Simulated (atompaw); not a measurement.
## germanium: one change to a PAW (atompaw) potential, before and after

```json
{
 "Element": "Ge (Z = 32)",
 "Generator": "atompaw 4.2.0.5",
 "Type": "PAW",
 "Functional": "LDA (PW92)",
 "Relativity": "scalar-relativistic",
 "Frozen core": "[Ar] 3d10",
 "Valence charge": "4",
 "Reference configuration": "4s1 4p0 (charge +3)",
 "Partial waves": "4s (bound): rc 1.65 bohr; 4s channel at -0.3 Ry: rc 1.65 bohr; 4p (bound, empty): rc 0.95 bohr; 4p channel at -1.9 Ry: rc 0.95 bohr; 4d channel at 0.1 Ry: rc 1.40 bohr; 4d channel at 2.3 Ry: rc 1.40 bohr",
 "Local potential": "troulliermartins scheme with l = 3 at 0.5 Ry, radius 1.50 bohr",
 "Core correction": "smooth core density matched at 1.05 bohr",
 "Augmentation charge": "besselshape compensation charge, radius 1.20 bohr; PAW radius 1.65 bohr; waves and projectors: custom rrkj vanderbiltortho"
}
```

Change: wave 4d channel at 2.3 Ry: rc 1.40 bohr becomes 4d channel at 2.3 Ry: rc 1.62 bohr.

Cutoffs: the cutoffs (Ry, on a coarse ladder) from which the occupation-weighted sum of valence levels, in a spherical-Bessel basis at the reference potential, stays within 10 and 1 mRy of its value at 400 Ry; they do not see the model core or the augmentation charge, which bear on the density cutoff.

What does the change do?

The potential gets neither clearly harder nor softer (10 Ry and 15 Ry → 10 Ry and 15 Ry); the bound ghosts move from d, p to p; the range in which the d phases agree narrows (upper end at the end of the scan → 1.1).

```tsv
quantity	base	changed
cutoff, loose	10 Ry	10 Ry
cutoff, tight	15 Ry	15 Ry
bound ghosts	p, d	p
s: phases at 1.66 bohr within 0.05 rad from the reference energy up to (Ry; the scan ends near 5)	to the end of the scan	to the end of the scan
p: phases at 1.66 bohr within 0.05 rad from the reference energy up to (Ry; the scan ends near 5)	to the end of the scan	to the end of the scan
d: phases at 1.66 bohr within 0.05 rad from the reference energy up to (Ry; the scan ends near 5)	to the end of the scan	1.1
lowest overlap eigenvalue by channel	s 0.41, p 0.12, d 0.87	s 0.41, p 0.12, d 0.41
```

Base: The cutoffs count occupied waves only; the empty 4p level needs 110 Ry at the loose tolerance. Changed file: The cutoffs count occupied waves only; the empty 4p level needs 110 Ry at the loose tolerance. A true bound ghost makes a file unfit for plane-wave use even where its test errors are small: the radial tests pick states by their node count and pass the ghost by. The cutoffs see the waves, projectors and local potential, not the compensation charge or the core.
